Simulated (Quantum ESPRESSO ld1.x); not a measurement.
Results of a calculation; reference values are marked as such.
Species: Ta25+. Configuration: [Kr] 4d10 4f2.

Code: ld1.x of Quantum ESPRESSO 7.5. Model: scalar-relativistic Kohn-Sham, LDA (Slater exchange, Perdew-Zunger correlation), spin-polarised, spherical densities, point nucleus; open shells are filled with parallel spins first.

Energy parts (hartree):
| part | energy |
|---|---|
| total | -15322.455 |
| kinetic | 16862.212 |
| electron-nucleus | -36392.348 |
| Hartree | 4481.663 |
| exchange-correlation | -273.983 |

Orbitals (lengths in bohr, moments of r in powers of bohr; <r^-3> diverges for s and p1/2):
orbital  occ.  eigenvalue (hartree)      <r^2>  <r^-3>
1s up       1              -2503.00  0.0004791       -
1s down     1              -2503.00  0.0004791       -
2s up       1              -454.475   0.007387       -
2s down     1              -454.471   0.007386       -
2p up       3              -402.008   0.006092   18720
2p down     3              -402.005   0.006092   18720
3s up       1              -127.018    0.04782       -
3s down     1              -126.941    0.04779       -
3p up       3              -111.407    0.04843    4171
3p down     3              -111.330    0.04839    4176
3d up       5              -93.1959    0.04013   538.1
3d down     5              -93.1357    0.04009   538.7
4s up       1              -47.2896     0.2156       -
4s down     1              -47.1712     0.2158       -
4p up       3              -41.8519     0.2361    1124
4p down     3              -41.7383     0.2364    1122
4d up       5              -35.0048     0.2507   134.6
4d down     5              -34.8933     0.2512   134.1
4f up       2              -27.5900     0.2399   29.44
4f down     0              -27.4680     0.2408   29.38

The highest occupied level is 4f up at -750.76 eV. For comparison, the ionisation energy in NIST's Atomic Spectra Database is 790 eV (theoretical). In exact Kohn-Sham theory the highest level is minus the ionisation energy, but local and semilocal functionals leave it too shallow, through self-interaction and a potential that decays too fast; potentials with the right tail come closer. Summed over all electrons, <r^2> = 5.678 bohr^2, which gives a Langevin (diamagnetic) susceptibility term of -4.5 x 10^-6 cm^3/mol.
